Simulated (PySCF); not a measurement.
Species: C6H8Si (charge 0, singlet). SMILES: [SiH3]c1ccccc1
Geometry: optimised at B3LYP-D3(BJ)/def2-TZVP (Ansatz).

Dispersion corrections to the total energy (kcal/mol) from the dftd3 and dftd4 libraries through PySCF: D3(BJ) without and D4 with the three-body term, each with the damping fitted for the functional named.

| functional | D3(BJ) | D4 |
|---|---|---|
| B3LYP | -17.04 | -15.71 |
| LC-wPBE | -9.37 | -10.86 |
| PW6B95 | … | -8.41 |
| HSE06 | -6.67 | -7.71 |
| TPSS | -12.36 | -13.23 |
| r2SCAN | -2.83 | … |
| CAM-B3LYP | -7.88 | … |

### Question
What belongs in the gaps?

### Answer

- PW6B95, D3(BJ): -5.12
- r2SCAN, D4: -2.51
- CAM-B3LYP, D4: -8.39
